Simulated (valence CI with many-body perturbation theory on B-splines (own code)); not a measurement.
E1 line list for Bi52+

Calculated by configuration interaction combined with many-body perturbation theory (CI+MBPT): three valence electrons over a frozen Dirac-Fock core [Ar] 3d10, a basis of 11 s, 11 p, 10 d, 8 f, 5 g, 2 h functions for each j, with the one-electron correlation potential Σ1, the two-electron term Σ2, the three-electron term Σ3, Breit, model QED; selected CI, second order for the rest, scaled by the run's own slope (own B-spline code, finite nucleus).

The last digits are not significant, and no measured levels were compared; by estimate large intervals hold to a few tenths of a per cent, small ones and those within an open d or f shell to about a per cent.

Lines 101 to 150 of 567 in falling wavelength, among levels below 1146.6 eV, chosen from the strongest by gf and those to the six lowest levels. Wavelengths and rates use the calculated energies. Electric multipoles are in the length gauge, E1 and E2 with the static RPA response of the core. Weak lines are less certain than strong ones. Lines between different terms over intervals too small for the method are left out, as are lines whose strength nearly cancels. Where a level lies close to another of its J and parity, the split of strength between their lines is uncertain. The highest levels of a list are the least certain.

Levels are named by their leading jj configuration (3d3/2^4 stands for four electrons in 3d with j = 3/2), which in mixed levels can hold well under half, so a name can repeat and another be missing. Letters in brackets count levels of one name in rising energy.

```
λ vac (Å)                          Upper                          Lower   A (s⁻¹)  S (a.u.)
    57.88         (4s 4d5/2 4f7/2) J=7/2     (4s 4p3/2 4f7/2) J=7/2 [c]  9.32e+10  7.14e-02
    57.82     (4s 4p3/2 4f7/2) J=5/2 [a]     (4s 4p3/2 4d5/2) J=5/2 [a]  1.00e+11  5.75e-02
    57.63  (4p1/2 4p3/2 4f7/2) J=5/2 [a]  (4p1/2 4p3/2 4d5/2) J=3/2 [a]  2.81e+11  1.59e-01
    57.62        (4s 4d3/2 4f7/2) J=11/2         (4s 4d3/2 4d5/2) J=9/2  1.77e+11  2.00e-01
    57.59  (4p1/2 4p3/2 4f7/2) J=7/2 [a]  (4p1/2 4p3/2 4d5/2) J=7/2 [a]  9.89e+10  7.45e-02
    57.56     (4s 4d3/2 4f7/2) J=9/2 [a]     (4s 4d3/2 4d5/2) J=7/2 [a]  1.97e+11  1.85e-01
    57.42  (4p1/2 4p3/2 4f5/2) J=7/2 [b]  (4p1/2 4p3/2 4d5/2) J=5/2 [a]  5.65e+10  4.22e-02
    57.35     (4s 4d5/2 4f5/2) J=7/2 [b]     (4s 4p3/2 4f5/2) J=5/2 [b]  1.27e+11  9.43e-02
    57.34         (4s 4d3/2 4f7/2) J=3/2     (4s 4d3/2 4d5/2) J=3/2 [b]  1.14e+11  4.24e-02
    57.27      (4p1/2 4d3/2 4d5/2) J=9/2      (4p1/2 4p3/2 4d3/2) J=7/2  8.21e+10  7.61e-02
    57.14     (4s 4d5/2 4f5/2) J=5/2 [b]     (4s 4p3/2 4f5/2) J=3/2 [b]  1.19e+11  6.59e-02
    57.11     (4s 4p3/2 4f7/2) J=5/2 [c]     (4s 4p3/2 4d5/2) J=3/2 [b]  3.90e+11  2.15e-01
    57.02     (4s 4p3/2 4f5/2) J=3/2 [c]     (4s 4p3/2 4d5/2) J=3/2 [a]  1.41e+11  5.17e-02
    56.93  (4p1/2 4p3/2 4f7/2) J=9/2 [b]      (4p1/2 4p3/2 4d5/2) J=9/2  1.46e+11  1.33e-01
    56.86         (4s 4d5/2 4f7/2) J=7/2     (4s 4p3/2 4f7/2) J=7/2 [b]  6.93e+10  5.03e-02
    56.83     (4s 4d5/2 4f5/2) J=3/2 [b]     (4s 4p3/2 4f5/2) J=3/2 [b]  1.36e+11  4.92e-02
    56.75     (4p1/2 4p3/2 4f7/2) J=11/2      (4p1/2 4p3/2 4d5/2) J=9/2  2.93e+11  3.17e-01
    56.55          (4p1/2 4d5/2^2) J=3/2      (4p1/2 4p3/2 4d5/2) J=1/2  4.49e+11  1.60e-01
    56.54     (4s 4p3/2 4f7/2) J=9/2 [a]         (4s 4p3/2 4d5/2) J=9/2  8.49e+10  7.57e-02
    56.52          (4p1/2 4d5/2^2) J=5/2  (4p1/2 4p3/2 4d5/2) J=3/2 [b]  3.99e+11  2.13e-01
    56.50     (4s 4d5/2 4f5/2) J=5/2 [b]     (4s 4p3/2 4f5/2) J=5/2 [b]  1.69e+11  9.05e-02
    56.46  (4p1/2 4p3/2 4f7/2) J=9/2 [a]  (4p1/2 4p3/2 4d5/2) J=7/2 [a]  3.08e+11  2.74e-01
    56.43  (4p1/2 4p3/2 4d5/2) J=3/2 [a]          (4p1/2 4p3/2^2) J=3/2  2.09e+11  7.41e-02
    56.37          (4p1/2 4d5/2^2) J=3/2  (4p1/2 4p3/2 4d5/2) J=3/2 [b]  1.23e+11  4.35e-02
    56.30  (4p1/2 4p3/2 4d5/2) J=5/2 [a]          (4p1/2 4p3/2^2) J=5/2  1.86e+11  9.81e-02
    56.26             (4s 4d5/2^2) J=7/2     (4s 4p3/2 4d5/2) J=5/2 [b]  9.58e+11  6.74e-01
    56.15     (4s 4p3/2 4f5/2) J=5/2 [b]     (4s 4p3/2 4d5/2) J=5/2 [a]  1.10e+11  5.74e-02
    56.13  (4p1/2 4d3/2 4d5/2) J=5/2 [b]  (4p1/2 4p3/2 4d3/2) J=3/2 [b]  9.50e+10  4.97e-02
    56.12        (4s 4d5/2 4f5/2) J=11/2         (4s 4p3/2 4f5/2) J=9/2  4.73e+11  4.95e-01
    56.12             (4s 4d5/2^2) J=3/2     (4s 4p3/2 4d5/2) J=3/2 [b]  2.39e+11  8.36e-02
    56.11  (4p1/2 4p3/2 4f7/2) J=5/2 [b]  (4p1/2 4p3/2 4d5/2) J=5/2 [a]  3.30e+11  1.73e-01
    56.03         (4s 4d3/2 4d5/2) J=1/2     (4s 4p3/2 4d3/2) J=1/2 [b]  3.17e+11  5.51e-02
    56.00      (4p1/2 4p3/2 4f7/2) J=3/2  (4p1/2 4p3/2 4d5/2) J=3/2 [a]  3.22e+11  1.11e-01
    55.94  (4p1/2 4p3/2 4f7/2) J=9/2 [b]  (4p1/2 4p3/2 4d5/2) J=7/2 [a]  1.16e+11  9.99e-02
    55.90         (4s 4p1/2 4d5/2) J=3/2         (4s 4p1/2 4p3/2) J=1/2  3.16e+11  1.09e-01
    55.83         (4s 4d5/2 4f7/2) J=9/2         (4s 4p3/2 4f5/2) J=9/2  1.62e+11  1.39e-01
    55.81     (4s 4p1/2 4d5/2) J=5/2 [a]         (4s 4p1/2 4p3/2) J=5/2  1.67e+10  8.57e-03
    55.80             (4s 4d5/2^2) J=9/2     (4s 4p3/2 4d5/2) J=7/2 [b]  5.35e+11  4.59e-01
    55.80         (4s 4d5/2 4f7/2) J=7/2     (4s 4p3/2 4f5/2) J=5/2 [b]  1.40e+11  9.61e-02
    55.79     (4s 4p1/2 4d5/2) J=5/2 [b]     (4s 4p1/2 4p3/2) J=3/2 [b]  2.99e+11  1.54e-01
    55.77     (4s 4d3/2 4f7/2) J=7/2 [b]     (4s 4d3/2 4d5/2) J=7/2 [a]  6.27e+10  4.30e-02
    55.71  (4p1/2 4d3/2 4d5/2) J=5/2 [a]  (4p1/2 4p3/2 4d3/2) J=3/2 [a]  1.21e+11  6.20e-02
    55.71          (4p1/2 4d5/2^2) J=9/2  (4p1/2 4p3/2 4d5/2) J=7/2 [b]  8.88e+11  7.58e-01
    55.71     (4s 4d5/2 4f5/2) J=7/2 [b]     (4s 4p3/2 4f7/2) J=5/2 [a]  1.87e+11  1.28e-01
    55.70        (4s 4p3/2 4f7/2) J=11/2         (4s 4p3/2 4d5/2) J=9/2  3.83e+11  3.92e-01
    55.70  (4p1/2 4d3/2 4d5/2) J=7/2 [a]  (4p1/2 4p3/2 4d3/2) J=5/2 [a]  1.49e+11  1.02e-01
    55.61     (4s 4p3/2 4f7/2) J=9/2 [b]     (4s 4p3/2 4d5/2) J=7/2 [a]  3.50e+11  2.97e-01
    55.57        (4s 4d5/2 4f7/2) J=13/2        (4s 4p3/2 4f7/2) J=11/2  4.92e+11  5.84e-01
    55.57          (4p1/2 4d5/2^2) J=5/2  (4p1/2 4p3/2 4d5/2) J=7/2 [b]  1.14e+11  5.77e-02
    55.40          (4p1/2 4d5/2^2) J=7/2  (4p1/2 4p3/2 4d5/2) J=5/2 [b]  1.14e+12  7.69e-01
```
